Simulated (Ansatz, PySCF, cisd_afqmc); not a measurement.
Species: BHF, charge 0, doublet. BHF (SMILES [BH]F, doublet).
B3LYP-D3(BJ)/def2-TZVP minimum from Ansatz (an electronic-structure program):
```xyz
3

B     -0.6180     0.4147     0.0242
F      0.5272    -0.2094    -0.0070
H     -1.6550    -0.1892    -0.0583
```
Charge 0, spin multiplicity 2.

Atomisation energy term by term, kcal/mol (programs: Ansatz, cisd_afqmc). UHF or UKS for unpaired electrons; spin-orbit terms are left out. Cores are frozen in correlated methods. Rows without X2C or -DK are non-relativistic. AFQMC/CISD: phaseless, guided by CISD from CCSD amplitudes; bars are statistical, one sigma. Outlying blocks are dropped, and bars are widened where a walk drifts. Over all cases where full CI ran beside it in this data, AFQMC minus full CI had a median of +0.1 mEh and passed +0.4 mEh in a tenth of the cases. CBS(X,Y): correlation extrapolated as X^-3, Hartree-Fock from the larger set (Q,5: extrapolated as (X+1)exp(-9√X)). A bracket is a step between two methods taken in the basis named. '+ core + X2C': CCSD(T) terms for core correlation (cc-pwCVTZ) and scalar relativity (cc-pVTZ-DK). For partners of very few electrons the exact lower level stands in for a higher one.

| term | basis | kcal/mol |
|---|---|---|
| Hartree-Fock | CBS(cc-pVQZ,cc-pV5Z) | 186.00 |
| CCSD correlation | CBS(cc-pVQZ,cc-pV5Z) | 42.96 |
| (T) | CBS(cc-pVQZ,cc-pV5Z) | 3.57 |
| CCSDT(Q) - CCSD(T) | cc-pVQZ | -0.01 |
| CCSDTQ - CCSDT(Q) | cc-pVDZ | -0.04 |
| core correlation | cc-pwCVTZ | 1.00 |
| scalar relativity | X2C, cc-pVTZ-DK | -0.25 |
| minus zero-point energy | Hessian by PySCF at B3LYP-D3(BJ)/def2-TZVP | -6.94 |
| sum: D0 |  | 226.3 |

The step beyond CCSD(T) by other levels: CCSDTQ in cc-pVDZ 0.22; AFQMC/CISD in cc-pVDZ 0.13 ± 0.16; CCSDT(Q) in cc-pVDZ 0.26; CCSDT(Q) in cc-pVTZ 0.03 kcal/mol.
